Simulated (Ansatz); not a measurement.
`C=[CH][SnH3]` + `CCS` → `CC[S][SnH3]` + ethylene  (ligand exchange at the Sn–C bond)

Computed with Ansatz on PBE0-D4/def2-TZVP structures; ΔE is electronic, products minus reactants. CCSD(T)/CBS is the MP2 limit (def2-TZVPP, def2-QZVPP) plus CCSD(T) − MP2 in def2-TZVPP, frozen cores. This one scheme is used for every species. Functionals use def2-TZVPP. B3LYP here is the variant with VWN-RPA as its local correlation; programs differ in this. Elements past krypton have def2 core potentials. For Sn outer-core shells are correlated without core-valence functions, which leaves a few kJ/mol of doubt a bond. Each species was taken in one conformer, which may not be the lowest.

| level | ΔE (kJ/mol) | difference from CCSD(T)/CBS |
| --- | --- | --- |
| PBE-D4 | -77.1 | -0.1 |
| r2SCAN-D4 | -78.3 | -1.3 |
| PBE0-D4 | -77.9 | -0.9 |
| ωB97X-V | -73.8 | 3.2 |
| B2PLYP | -73.5 | 3.5 |
| PBE | -73.9 | 3.1 |
| PBE0 | -74.9 | 2.1 |
| B3LYP | -73.6 | 3.4 |
| HF/def2-TZVPP | -75.7 | 1.3 |
| MP2/def2-TZVPP | -72.5 | 4.5 |
| CCSD(T)/CBS | -77.0 | 0 |

Largest T1 diagnostic among the species: 0.013.

The D4 term adds −5.2 kJ/mol with B3LYP and −3.0 kJ/mol with PBE0; it sums over pairs of atoms, weighted by their polarisabilities, and B3LYP, whose exchange is more repulsive, gets the larger term. In def2-TZVPP, CCSD(T) changes the Hartree–Fock value by +5.9 kJ/mol (the triples alone add −0.5 kJ/mol) and MP2 by +3.2 kJ/mol.
